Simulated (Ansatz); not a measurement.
Geometry optimisation, RKS PBE0-D4/STO-3G in Ansatz 0.2.0.

The input (input.yaml):

```yaml
crystal:
  periodic: [false, false, false]
  atoms:
    - { symbol: C, position_ang: [0.0837, -0.6028, 1.6567] }
    - { symbol: C, position_ang: [0.2824, -0.6056, 0.1639] }
    - { symbol: S, position_ang: [0.8125, -1.9734, -0.6265] }
    - { symbol: Si, position_ang: [-0.0302, 0.9212, -0.8845] }
    - { symbol: O, position_ang: [-0.6823, 0.5519, -2.4178] }
    - { symbol: H, position_ang: [0.3244, 0.431, 2.0527] }
    - { symbol: H, position_ang: [0.6293, -1.3281, 2.1774] }
    - { symbol: H, position_ang: [-0.9926, -0.6981, 1.8304] }
    - { symbol: H, position_ang: [1.1123, 1.7651, -1.0019] }
    - { symbol: H, position_ang: [-1.1118, 1.752, -0.1687] }
    - { symbol: H, position_ang: [-0.3623, -0.2702, -2.761] }
basis:
  gaussian: { orbitals: STO-3G }
hamiltonian:
  xc: pbe0
  dispersion: d4
relax:
  f_tol: 0.015
  max_steps: 40
```

Command:

```bash
$ ansatz run input.yaml --threads 1 --pin off --max-ram 2048MiB --backend cpu --events-out ev --progress --plain --runs-dir out
```

Task: Where does it end, and by what steps?

Result: It converged. Limits of this set-up: minimal basis. After 12 steps the energy has fallen by 0.713 eV; H6 moved furthest, 0.70 Å.

```csv
step,energy less start (eV),largest force component (eV/Å),accepted
0,0.0000,3.997,yes
1,-0.5019,1.137,yes
2,-0.5766,0.606,yes
3,-0.6300,0.325,yes
4,-0.6465,0.214,yes
5,-0.6730,0.594,yes
6,-0.6995,0.474,yes
7,-0.7108,0.156,yes
8,-0.7022,0.421,no
9,-0.7123,0.047,yes
10,-0.7127,0.029,yes
11,-0.7128,0.031,yes
12,-0.7129,0.003,yes
```

```xyz
11
Properties=species:S:1:pos:R:3
C 0.194 -0.550 1.602
C 0.128 -0.583 0.073
S 0.362 -1.925 -0.809
Si -0.244 1.010 -0.881
O -0.218 0.499 -2.506
H 0.961 0.167 1.934
H 0.426 -1.535 2.028
H -0.767 -0.205 2.016
H 0.759 2.018 -0.594
H -1.531 1.549 -0.485
H -0.005 -0.503 -2.358
```

Whether the end is a true minimum wasn't checked by a vibrational analysis.

Time of the run: 85 s on 1 thread of Intel(R) Xeon(R) Processor @ 2.50GHz (Skylake/Cascade Lake), on a shared host, peak memory 0.16 GiB.
